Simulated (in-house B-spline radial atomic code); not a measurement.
RPA and G0W0 on PBEsol: La3+

Configuration [Kr] 4d10 5s2 5p6, mean-field start PBEsol. Computed with a B-spline radial code for spherical atoms: all electrons, scalar-relativistic (spin-free one-electron X2C), finite nucleus, each spin shell either full or empty, empty states to l = 9 with an (l + 1/2)⁻⁴ tail; G0W0 by contour deformation at full frequency.

Spin-orbit coupling, left out, splits p levels strongly here.

Command:
```bash
python run_gw.py task.json out
```
Settings (radii: box in bohr, nucleus in fm):
```
Z                        57
electrons                54
configuration            [Kr] 4d10 5s2 5p6
hamiltonian              x2c
method                   pbesol
lmax                     9
rms_radius               4.855
spin_polarised           False
box_radius               14.14
intervals                68
```

Time taken, with all properties: 5.9 s on 1 thread of Arm Neoverse N1 (shared host).

Energies (hartree):

| term | value |
| --- | --- |
| mean-field total | -8487.37354 |
| Hartree-Fock functional on these orbitals | -8488.06775 |
| direct second order | -5.0259 |
| second-order exchange | 1.3553 |
| SOSEX correction | 1.2618 |

Q: What is the RPA correlation energy, and what remains with SOSEX?

A: RPA gives -4.3886 hartree (-2.21 eV per electron); RPA + SOSEX gives -3.1267, and the second-order doubles -3.6706 hartree (no singles). SOSEX takes back 29 % of the RPA value.

Quasi-particle levels (eV):

```
level  occupied  mean field  Σx - vxc     Σc  QP weight     G0W0
   5p       yes      -44.76     -5.44      ?          ?        ?
   4f        no     -27.410     14.68  -6.29      0.903  -19.019
```

G0W0 = mean field + (Σx - vxc) + Σc, with Σc (partial-wave tail included) taken at the quasi-particle energy. Only the outer levels were computed. Levels of low weight are left out.

Q: Where does G0W0 put 5p?

A: At -50.89 eV, with Σc = -0.69 eV and a quasi-particle weight of 0.921. The tabulated removal energy is 49.95 ± 0.06 eV (NIST, semi-empirical); the calculation leaves out spin-orbit coupling, Breit and QED terms, and what these don't explain is the method's own error.
